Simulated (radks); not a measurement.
Values are calculated unless marked as measured or tabulated.
Initial-state core-level shifts of neutral indium when its valence configuration changes from [Kr] 4d10 5s2 5p1. Level of theory: Dirac Kohn-Sham, LDA (Slater exchange, Perdew-Wang correlation), spin-unpolarised, spherical densities, finite nucleus; open shells are shared between the two j in proportion to 2j + 1; Fermi nuclear charge, rms radius 4.6156 fm (a radial shooting solver on a logarithmic mesh with Libxc functionals). Shifts are changes of the shell-averaged eigenvalues in eV (positive: less bound); the change of the density at the nucleus, which sets a Mossbauer isomer shift, is in e/bohr^3, on a base of 1.74e+05.

valence                1s       3p       3d       4s  density at nucleus
4d9 5s2 5p2        -7.206   -7.351   -7.397   -6.608              +17.12
4d10 5p3           -3.182   -3.139   -3.131   -3.165              -60.54
4d10 5s1 5p2       -1.668   -1.645   -1.641   -1.659              -28.60
4d8 5s2 5p3       -14.623  -14.904  -15.010  -13.196              +35.18
4d9.5 5p3.5        -6.595   -6.633   -6.647   -6.296              -57.63
4d9.5 5s1 5p2.5    -5.148   -5.201   -5.219   -4.862              -23.03
4d9 5s1.5 5p2.5    -7.964   -8.100   -8.145   -7.355               +0.36
4d10 5s0.5 5p2.5   -2.441   -2.407   -2.401   -2.427              -44.18
4d8 5s1.5 5p3.5   -15.319  -15.595  -15.700  -13.878              +15.64
